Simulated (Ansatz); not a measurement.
Sn₉H₁₅ was relaxed with PBE-D4 (def2-SVP) in Ansatz in these states: charge +1 singlet, neutral doublet. The geometries follow in no particular order.

In the def2 sets Sn takes a core potential; there is no spin–orbit coupling.

A:

Cartesian coordinates in Å:
```
Sn -2.5074 -0.6170 -1.8915
Sn -1.8158 1.0127 2.5109
Sn 0.2117 -2.9096 1.1285
Sn 2.0508 -0.8449 -2.7451
Sn 2.8015 1.0917 1.6253
Sn -2.0873 -1.2352 0.8293
Sn -0.2954 0.7544 -2.9588
Sn 0.3861 2.5908 1.7538
Sn 2.1377 -1.1607 0.0547
H -3.8996 0.3991 -2.0085
H -2.7436 -2.0686 -2.7967
H -3.2430 1.9729 2.3437
H -1.6197 0.5034 4.1490
H 0.1444 -4.3436 0.1693
H 0.5833 -3.2569 2.7783
H 1.8643 -2.4042 -3.4612
H 3.4960 -0.0649 -3.2749
H 3.2669 0.5101 3.1834
H 4.1061 1.9172 0.8519
H -3.3518 -2.2853 1.3945
H -0.4439 1.0995 -4.6464
H 0.0463 2.2140 -2.0949
H 0.7439 3.8247 2.9125
H 0.1685 3.3006 0.1930
```

B:

```xyz
24

Sn   -2.525   -1.349   -1.343
Sn   -1.111    2.960   -0.426
Sn   -0.996   -0.238    2.874
Sn    1.411   -3.102    0.300
Sn    2.964    1.179    1.035
Sn   -2.414    0.686    0.601
Sn    0.050   -2.247   -2.021
Sn    1.572    2.439   -1.079
Sn    1.645   -1.033    2.223
H    -3.350   -0.764   -2.755
H    -3.448   -2.685   -0.730
H    -1.956    3.538   -1.831
H    -1.167    4.229    0.760
H    -1.864   -1.564    3.586
H    -0.976    1.025    4.067
H     0.532   -4.434    0.986
H     2.978   -3.716   -0.135
H     3.249    2.380    2.260
H     4.530    0.688    0.460
H    -4.040    1.116    1.071
H    -0.025   -3.520   -3.205
H     0.936   -0.933   -2.728
H     2.377    3.925   -1.489
H     1.628    1.419   -2.480
```

Q: Judge from the bond lengths which geometry belongs to which state (an estimate).

A: A is the charge +1 singlet (Sn3–Sn6 2.860 Å, Sn4–Sn7 2.847 Å, Sn3–Sn9 2.814 Å); B is the neutral doublet (Sn3–Sn6 2.834 Å, Sn4–Sn7 2.824 Å, Sn3–Sn9 2.834 Å).
